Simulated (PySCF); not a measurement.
Species: C4H6ClGaO2.
Numbering: `[Cl:1][CH2:2][Ga@@H-:3]1[O:4][CH:5]=[CH:6][CH:7]=[O+:8]1` (hydrogens: H9, H10 on C2; H11 on Ga3; H12 on C5; H13 on C6; H14 on C7)

Cartesian coordinates in Å at the PBE0-D3(BJ)/def2-SVP level; atoms count from 1:
```xyz
14
C4H6ClGaO2 angstrom
Cl     3.3405   -1.4483    0.0276
C      2.3491    0.0242   -0.2680
Ga     0.8715    0.0354    1.0430
O     -0.3678   -1.3635    0.4606
C     -1.4445   -1.1710   -0.1709
C     -2.0056    0.0611   -0.5218
C     -1.4313    1.2851   -0.1674
O     -0.3517    1.4641    0.4653
H      1.9869   -0.0239   -1.3049
H      3.0147    0.8945   -0.1794
H      0.9457    0.0270    2.5969
H     -1.9913   -2.0861   -0.4632
H     -2.9479    0.0672   -1.0693
H     -1.9688    2.2065   -0.4583
```

Method: TDDFT PBE0/def2-SVPD, vertical, gas phase, core orbitals frozen in the response in PySCF. Relativistic effects, spin–orbit coupling among them, are left out although an element past zinc is present.

Transition dipole moments from the ground state, in atomic units and in the frame of the coordinates above (overall signs are arbitrary), for the states with f of 0.002 or more among the lowest 8:

```
state  E (eV)      μx      μy      μz
   S1   4.007  -0.059  -0.412   0.000
   S3   4.903   0.015  -0.942   0.004
   S4   5.154   0.033   0.171   0.015
   S5   5.601  -0.018  -0.424   0.007
   S6   6.106  -0.386   0.106   0.107
   S7   6.282   0.030  -0.318  -0.004
   S8   6.565  -0.223   0.067   0.279
```

Q: What oscillator strength does each state have?

A: f = (2/3) ΔE |μ|² with ΔE in hartree (27.2114 eV).

```
state  |μ|² (au)  |μ| (D)      f
   S1      0.173     1.06  0.017
   S3      0.887     2.39  0.107
   S4      0.031     0.44  0.004
   S5      0.180     1.08  0.025
   S6      0.171     1.05  0.026
   S7      0.102     0.81  0.016
   S8      0.132     0.92  0.021
```

Q: What angle do the transition dipoles of S7 and S8 make?

A: |cos θ| = |μa·μb| / (|μa| |μb|) = 0.25, so θ ≈ 76° (taken between 0 and 90°, since the signs are arbitrary).

Q: What peak molar absorption coefficient would the strongest computed level give as a lone Gaussian band 0.3 eV wide at half height?

A: ε(max) = 2.175×10⁸ f / FWHM, with the width in cm⁻¹. S3: 2.175×10⁸ × 0.1065 / 2420 ≈ 9600 L mol⁻¹ cm⁻¹.

The vertical ionisation energy (ΔSCF) is 8.94 eV, 2.38 eV above S8.

Time: 5.3 min wall; peak memory 1.2 GiB. Hardware: one thread of an Arm Neoverse V1, no GPU, shared host.

One conformer stands for the species.
